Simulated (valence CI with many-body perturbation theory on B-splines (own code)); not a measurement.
Er³⁷⁺: magnetic and hyperfine properties of the levels

Calculated by configuration interaction combined with many-body perturbation theory (CI+MBPT): three valence electrons over a frozen Dirac-Fock core [Ar] 3d10, a basis of 11 s, 11 p, 10 d, 8 f, 5 g, 2 h functions for each j, with the one-electron correlation potential Σ1, the two-electron term Σ2, the three-electron term Σ3, Breit, model QED; selected CI, second order for the rest, scaled by the run's own slope (own B-spline code, finite nucleus).

The last digits are not significant, and no measured levels were compared; by estimate large intervals hold to a few tenths of a per cent, small ones and those within an open d or f shell to about a per cent.

A/g_I is the dipole constant over the nuclear g factor μ/I (μ in nuclear magnetons, uniformly magnetised nucleus), B/Q the quadrupole constant per barn. Both hold the static response of the core; the bare values leave it out. Large factors of s and p1/2 electrons are usually good to 5 to 10 %; those of open d and f shells near neutrality can be off by tens of per cent, and small factors of p3/2, d and f electrons come from cancelling terms and can be off by a factor of two or in sign, in half-filled shells by more. B is blank for J = 1/2, where it vanishes, and for nearly pure S terms. Energies count from the lowest level.

Levels are named by their leading jj configuration (3d3/2^4 stands for four electrons in 3d with j = 3/2), which in mixed levels can hold well under half, so a name can repeat and another be missing. Letters in brackets count levels of one name in rising energy.

```tsv
Level	E (cm⁻¹)	g	A/g_I (MHz)	A/g_I bare	B/Q (MHz/b)	B/Q bare
(4s^2 4p1/2) J=1/2	0	0.661	326000	315000		
(4s^2 4p3/2) J=3/2	502820	1.330	42400	40700	82600	79700
(4s 4p1/2^2) J=1/2	659590	2.256	984000	949000		
(4s 4p1/2 4p3/2) J=3/2 [a]	1073900	1.668	247000	238000	67100	64600
(4s 4p1/2 4p3/2) J=5/2	1131900	1.373	292000	282000	48900	47100
(4s 4p1/2 4p3/2) J=3/2 [b]	1216100	0.960	1600	1600	61100	59000
(4s 4p1/2 4p3/2) J=1/2	1238600	1.207	-313000	-302000		
(4s 4p3/2^2) J=5/2	1590800	1.400	206000	199000	19200	18600
(4s^2 4d3/2) J=3/2	1619500	0.865	3350	3790	1100	1320
(4s 4p3/2^2) J=1/2	1741900	1.862	1020000	988000		
(4s^2 4d5/2) J=5/2	1757300	1.217	49300	48000	32000	31200
(4s 4p3/2^2) J=3/2	1774700	1.160	-136000	-131000	-15800	-15300
(4p1/2^2 4p3/2) J=3/2	1884100	1.330	37000	36100	76500	73700
(4s 4p1/2 4d3/2) J=3/2 [a]	2145300	0.501	-93100	-89500	18000	17500
(4s 4p1/2 4d3/2) J=5/2	2187500	1.055	255000	246000	-2390	-2040
(4s 4p1/2 4d3/2) J=3/2 [b]	2282800	1.333	235000	227000	8470	8230
(4s 4p1/2 4d3/2) J=1/2	2284300	0.377	-405000	-390000		
(4s 4p1/2 4d5/2) J=5/2 [a]	2296900	1.250	52300	51100	1960	2100
(4p1/2 4p3/2^2) J=3/2	2313100	1.360	-102000	-97300	-5720	-5490
(4s 4p1/2 4d5/2) J=7/2	2337600	1.253	192000	186000	-1390	-1060
(4s 4p1/2 4d5/2) J=5/2 [b]	2343200	1.309	126000	123000	9310	9030
(4p1/2 4p3/2^2) J=1/2	2428800	0.661	316000	304000		
(4s 4p1/2 4d5/2) J=5/2 [c]	2442100	1.005	36600	35700	42700	41400
(4s 4p1/2 4d5/2) J=3/2	2471100	1.110	-97300	-93300	24800	24100
(4s 4p3/2 4d3/2) J=5/2 [a]	2707400	1.259	153000	148000	22900	22000
(4s 4p3/2 4d3/2) J=3/2 [a]	2708200	1.348	176000	170000	-7700	-7580
(4s 4p3/2 4d3/2) J=1/2 [a]	2709100	2.336	535000	517000		
(4s 4p3/2 4d3/2) J=7/2	2721900	1.288	153000	148000	63600	61500
(4s 4p3/2 4d5/2) J=9/2	2738800	1.330	134000	129000	101000	97300
(4s 4p3/2 4d5/2) J=3/2 [a]	2792500	1.147	-44700	-42500	-46600	-45000
(4s 4p3/2 4d3/2) J=5/2 [b]	2800100	0.901	-25100	-23900	36200	34900
(4s 4p3/2 4d3/2) J=3/2 [b]	2810000	1.116	-10800	-9980	-54700	-52700
(4s 4p3/2 4d5/2) J=5/2 [a]	2822000	1.345	204000	197000	-43300	-41800
(4s 4p3/2 4d5/2) J=7/2 [a]	2852100	1.220	71400	69400	7540	7120
(4s 4p3/2 4d3/2) J=1/2 [b]	2871800	0.592	88700	86300		
(4s 4p3/2 4d5/2) J=7/2 [b]	2878300	1.156	-5560	-4970	96200	93100
(4p1/2^2 4d3/2) J=3/2	2930300	0.760	21200	20600	14000	13800
(4s^2 4f5/2) J=5/2	2957800	1.032	-33800	-32000	-2510	-2450
(4s 4p3/2 4d5/2) J=1/2	2958100	0.681	-262000	-251000		
(4s 4p3/2 4d5/2) J=3/2 [b]	2984400	1.305	238000	231000	25200	24400
```

(1) Take the isotope of mass number 167, with I = 7/2, μ = -0.5623 μN and Q = 3.57 b. What is the hyperfine structure of (4s 4p1/2 4p3/2) J=1/2?

Answers

(1) From the table A = 50300 MHz. Shifts from the centre of gravity in MHz: F = 3: -113000, F = 4: 88000.
